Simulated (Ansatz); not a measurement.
Cost and result up the ladder for the cluster Mo₅Se₉ (14 atoms). The state is a singlet with charge 0. Geometry: PBE-D4/def2-SVP.

Cartesian coordinates in Å:
```
Mo 1.105 -0.562 -1.312
Mo -0.799 -2.112 -0.225
Mo 0.276 -0.236 1.221
Mo -1.371 0.314 -1.024
Mo -0.612 2.085 1.378
Se -0.096 0.761 -3.015
Se -2.928 -1.531 -1.297
Se 0.890 -2.967 -1.735
Se -0.686 0.802 3.386
Se 1.295 3.212 0.922
Se -0.340 -2.476 2.129
Se 3.042 0.976 -1.053
Se -2.495 2.320 -0.125
Se 2.718 -0.587 0.752
```

Ansatz on 2 threads of AMD EPYC 7R13 on a shared host and a share (18 GiB) of an NVIDIA H100 80GB HBM3. Times are rough, and most runs start from the orbitals of an earlier one. No level here is sound enough to serve as a yardstick. Binding counts from free atoms at the same level (Mo septet, Se triplet; other spins of the atoms weren't run), without zero-point energy or a counterpoise term.

In the def2 sets Mo takes a core potential; there is no spin–orbit coupling. Correlated methods freeze 81 core orbitals; core or outer-core shells of Mo, Se are correlated, in sets that lack core-valence functions. The rows differ in basis, and correlated rows in double-zeta sets carry the largest basis error. Single mean-field runs in def2-SVP, def2-TZVP are fitted with def2-universal-jkfit. No other spin state of charge 0 was run. Another isomer (singlet) lies 0.03 eV lower at PBE0-D4/def2-TZVP; other spin states weren't run for this one.

Run but left out: MP2/def2-SVP (restricted singlet, unstable towards broken spin symmetry).

Correlated methods converge slowly with the basis, most of all in double-zeta sets.

| level | functions | wall time |
| --- | --- | --- |
| PBE-D4/def2-SVP | 443 | 4.8 s |
| revPBE-D4/def2-TZVP | 632 | 7 s |
| PBE0-D4/def2-SVP | 443 | 7.5 s |
| r2SCAN-D4/def2-TZVP | 632 | 9 s |
| PBE-D4/def2-TZVP (with forces) | 632 | 10 s |
| RPA@PBE/def2-SVP | 443 | 16 s |
| PBE0-D4/def2-TZVP | 632 | 17 s |

(1) Estimate what each level gives for the binding energy per atom (eV).

Results:

(1) 
| level | binding energy per atom (eV) | remarks |
| --- | --- | --- |
| PBE-D4/def2-SVP | 4.23 | – |
| revPBE-D4/def2-TZVP | 4.01 | restricted SCF unstable in HF |
| PBE0-D4/def2-SVP | 3.69 | restricted SCF unstable in HF |
| r2SCAN-D4/def2-TZVP | 3.79 | restricted SCF unstable in HF |
| PBE-D4/def2-TZVP (with forces) | 4.21 | restricted SCF unstable in HF |
| RPA@PBE/def2-SVP | 3.46 | – |
| PBE0-D4/def2-TZVP | 3.69 | restricted SCF unstable in HF |
